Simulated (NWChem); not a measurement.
The numbers come from NWChem runs, not from measurements. System: HI2Si, charge 0, spin multiplicity 2, at a geometry optimised with UPBE0/def2-SVP with def2 effective core potentials on I. The structure started from a generated list of species. Its SCF solution wasn't tested for a lower state. Level: UMP2/def2-TZVP with def2 effective core potentials on I, 13 core orbitals frozen.

NWChem printed:

```
             Northwest Computational Chemistry Package (NWChem) 7.3.0
             --------------------------------------------------------

                                NWChem Input Module
                                -------------------

 Scaling coordinates for geometry "geometry" by  1.889725989
 (inverse scale =  0.529177249)

 Turning off AUTOSYM since
 SYMMETRY directive was detected!

                             Geometry "geometry" -> ""
                             -------------------------

 Output coordinates in angstroms (scale by  1.889725989 to convert to a.u.)

  No.       Tag          Charge          X              Y              Z
 ---- ---------------- ---------- -------------- -------------- --------------
    1 I                   53.0000     0.15936600    -0.07023600     2.04174400
    2 Si                  14.0000    -1.03935400     0.54582900     0.00000000
    3 I                   53.0000     0.15936600    -0.07023600    -2.04174400
    4 H                    1.0000    -2.34183100    -0.19656300     0.00000000

 Effective nuclear repulsion energy (a.u.)     707.3118710527

            Nuclear Dipole moment (a.u.)
            ----------------------------
        X                 Y               Z
 ---------------- ---------------- ----------------
     0.0000170075     0.0000510226     0.0000000000

      Symmetry information
      --------------------

 Group name             Cs
 Group number              2
 Group order               2
 No. of unique centers     3

      Symmetry unique atoms

     1    2    4


 Summary of "ao basis" -> "" (spherical)
 ------------------------------------------------------------------------------
       Tag                 Description            Shells   Functions and Types
 ---------------- ------------------------------  ------  ---------------------
 *                         def2-tzvp                  on all atoms

 Summary of "ao basis" -> "ao basis" (spherical)
 ------------------------------------------------------------------------------
       Tag                 Description            Shells   Functions and Types
 ---------------- ------------------------------  ------  ---------------------
 I                         def2-tzvp                16       50   6s5p3d2f
 Si                        def2-tzvp                13       37   5s5p2d1f
 H                         def2-tzvp                 4        6   3s1p

                                 NWChem SCF Module
[...]
     2   0 2 0    -50.835206    -36.967369    -29.781579     15.913741
     2   0 1 1     -0.000000      0.000000     -0.000000      0.000000
     2   0 0 2    -51.019855   -400.213310   -395.144649    744.338104

                   NWChem MP2 Semi-direct Energy/Gradient Module
                   ---------------------------------------------

  Basis functions       =    143
  Molecular orbitals    =    143
  Frozen core           =     13
  Frozen virtuals       =      0
  Active alpha occupied =     20
  Active beta occupied  =     19
  Active alpha virtual  =    110
  Active beta virtual   =    111
  Use MO symmetry       = T
  Use skeleton AO sym   = T

  AO/Fock/Back tols     =   1.0D-09  1.0D-09  1.0D-09

 GA uses MA = F    GA memory limited = T

 Available:
  local mem=  1.26D+08
 global mem=  1.44D+08
 local disk=  0.00D+00
  mp2_memr nvloc                   110
  nvloc new                   110
   1 passes of  20:        5242880                     151671                  71035173.
   1 passes of  20: M    126134739           G      144138302           F     120891859.

 Semi-direct pass number   1 of   1  for UHF alpha       at        6.7s
  vrange nnbf                  9492
  mp2_eaftype                   270  avail_ma_in_mb                  1099
 EAF : mp2_eaftype filesize         270   35517587.
  mp2_eaf for mointskh                    270
Node 0 wrote    167.1 Mb in      0.2 s     Agg I/O rate:   799.2 Mb/s
 Done moints_semi at       15.4s
  mp2_eaftype                   270  avail_ma_in_mb                   829
 EAF : mp2_eaftype filesize         270   35517587.
  mp2_eaf for kh                   270
 Done maket at       15.9s
 Done multipass loop at       15.9s

 GA uses MA = F    GA memory limited = T

 Available:
  local mem=  1.26D+08
 global mem=  1.44D+08
 local disk=  0.00D+00
  mp2_memr nvloc                   111
  nvloc new                   111
   1 passes of  19:        5242880                     147123                  68098348.
   1 passes of  19: M    126134739           G      144138302           F     120891859.

 Semi-direct pass number   1 of   1  for UHF beta        at       16.0s
  vrange nnbf                  9492
  mp2_eaftype                   259  avail_ma_in_mb                  1099
 EAF : mp2_eaftype filesize         259   34049174.
  mp2_eaf for mointskh                    259
Node 0 wrote    160.1 Mb in      0.1 s     Agg I/O rate:  1090.5 Mb/s
 Done moints_semi at       24.2s
  mp2_eaftype                   259  avail_ma_in_mb                   840
 EAF : mp2_eaftype filesize         259   34049174.
  mp2_eaf for kh                   259
 Done maket at       24.7s
 Done multipass loop at       24.7s

          -------------------------------------------
          SCF energy                -882.893730129493
          Correlation energy          -1.084849655971
          Singlet pairs                0.000000000000
          Triplet pairs                0.000000000000
          Total MP2 energy          -883.978579785464
          -------------------------------------------

          ---------------------------------------------------
                    Spin Component Scaled (SCS) MP2
          Same spin pairs                     -0.389163556642
          Same spin scaling factor             0.333333333333
          Opposite spin pairs                 -0.695686099329
          Opposite spin scaling fact.          1.200000000000
          SCS-MP2 correlation energy          -0.964544504742
          Total SCS-MP2 energy              -883.858274634235
          ---------------------------------------------------

 -----------------------
 Performance information
 -----------------------

 Timer overhead =  9.61D-08 seconds/call

               Nr. of calls         CPU time (s)                 Wall time (s)                GFlops
             ---------------    -------------------     ------------------------------   -------------------
Name         Min   Avg   Max    Min     Avg     Max     Min     Avg     Max   Mx/calls   Min     Max     Sum
mp2: moin     2     2     2    17.     17.     17.      17.     17.     17.     8.5      0.0     0.0     0.0
mp2: make     2     2     2   0.91    0.91    0.91     0.91    0.91    0.91    0.46      0.0     0.0     0.0
mp2: tota     1     1     1    18.     18.     18.      18.     18.     18.     18.      0.0     0.0     0.0

 The average no. of pstat calls per process was 5.00D+00
 with a timing overhead of 4.81D-07s

 Task  times  cpu:       24.7s     wall:       24.7s

 Total times  cpu:       24.7s     wall:       24.7s
```

Write an NWChem input that would produce this output.

This is not unique; one that fits is 
```
start mol
memory heap 200 mb stack 900 mb global 1100 mb
geometry units angstroms nocenter noautoz
  I      0.159366    -0.070236     2.041744
  Si    -1.039354     0.545829     0.000000
  I      0.159366    -0.070236    -2.041744
  H     -2.341831    -0.196563     0.000000
  symmetry group Cs
end
basis spherical
  * library def2-tzvp
end
ecp
  I library def2-ecp
end
scf
  uhf
  nopen 1
  maxiter 100
  thresh 1e-7
  semidirect memsize 60000000 filesize 0
  # guess.movecs holds the orbitals of an unrestricted PBE0 run
  vectors input guess.movecs output mol.movecs
end
mp2
  freeze core 13
end
task mp2 energy
```
